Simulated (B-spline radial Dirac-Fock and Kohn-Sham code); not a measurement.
# Compton profile of La

System: atomic lanthanum, [Xe] 4f1 6s2 (not the ground configuration).

Input of the calculation (task.json; shells as n, l, electrons):

```json
{"items": [{
  "Z": 57,
  "q": 0,
  "cfg": [[1, 0, 2], [2, 0, 2], [2, 1, 6], [3, 0, 2], [3, 1, 6], [3, 2, 10], [4, 0, 2], [4, 1, 6], [4, 2, 10], [4, 3, 1], [5, 0, 2], [5, 1, 6], [6, 0, 2]],
  "A": 139,
  "rrms": 4.855,
  "do": ["scatter"],
  "s": [0.0, 0.05, 0.1, 0.15, 0.2, 0.25, 0.3, 0.35, 0.4, 0.45, 0.5, 0.6, 0.7, 0.8, 0.9, 1.0, 1.1, 1.2, 1.4, 1.6, 1.8, 2.0, 2.5, 3.0, 3.5, 4.0, 5.0, 6.0],
  "pz": [0, 0.1, 0.2, 0.3, 0.4, 0.5, 0.6, 0.8, 1.0, 1.2, 1.4, 1.6, 1.8, 2.0, 2.5, 3.0, 4.0, 5.0, 7.0, 10.0, 15.0, 20.0, 30.0, 40.0, 60.0, 100.0],
  "hv_scatter": [1000, 5000, 10000, 20000, 100000, 200000, 500000, 1000000]
}]}
```

Run with: `python xray_run.py task.json out`

These are calculated numbers from a radial finite-basis atomic code; the model is the impulse approximation on Dirac-Fock orbitals of the configuration average with a finite nucleus. pz is in atomic units of momentum; subshell profiles are per electron, for a selection of subshells; open shells are spread over both j values by their weights.

```
 pz    J total   J 3s1/2   J 4f7/2   J 5s1/2   J 6s1/2
  0      12.76     0.114     0.175     0.638      2.20
0.1      11.95     0.114     0.175     0.626      1.81
0.2      10.29     0.114     0.175     0.590      1.02
0.3      8.936     0.113     0.175     0.536     0.416
0.4      8.185     0.113     0.175     0.469     0.151
0.5      7.757     0.112     0.175     0.396    0.0811
0.6      7.395     0.111     0.174     0.323    0.0740
0.8      6.583     0.109     0.171     0.196    0.0634
  1      5.751     0.107     0.164     0.111    0.0370
1.2      5.063     0.104     0.156    0.0654    0.0172
1.4      4.557     0.101     0.145    0.0472   0.00762
1.6      4.199    0.0972     0.134    0.0428   0.00427
1.8      3.932    0.0933     0.122    0.0426   0.00353
  2      3.710    0.0890     0.111    0.0416   0.00348
2.5      3.197    0.0776    0.0844    0.0307   0.00288
  3      2.686    0.0658    0.0631    0.0168   0.00165
  4      1.855    0.0438    0.0341   0.00451  0.000389
  5      1.371    0.0270    0.0182   0.00362  0.000276
  7     0.9189    0.0108   0.00529   0.00202  0.000161
 10     0.5533   0.00812  0.000921  0.000344  2.65e-05
 15     0.2517   0.00494  7.16e-05  0.000233  1.78e-05
 20     0.1306   0.00142  8.43e-06  7.24e-05  5.52e-06
 30    0.04546  0.000250    < 1e-6  8.72e-06    < 1e-6
 40    0.01999  0.000227    < 1e-6  7.88e-06    < 1e-6
 60   0.005612  9.19e-05    < 1e-6  3.23e-06    < 1e-6
100  0.0008402  1.26e-05    < 1e-6    < 1e-6    < 1e-6
```

J(0) = 12.76. The 6s1/2 subshell gives the largest part, 34 %.

Mean momentum ⟨p⟩ by subshell (a.u.): 1s1/2 53.9, 2s1/2 19.1, 2p1/2 25.5, 2p3/2 23.9, 3s1/2 9.45, 3p1/2 11.3, 3p3/2 10.8, 3d3/2 12.9, 3d5/2 12.7, 4s1/2 4.65, 4p1/2 5.16, 4p3/2 4.97, 4d3/2 5.23, 4d5/2 5.16, 4f5/2 3.94, 4f7/2 3.91, 5s1/2 1.80, 5p1/2 1.84, 5p3/2 1.75, 6s1/2 0.464.
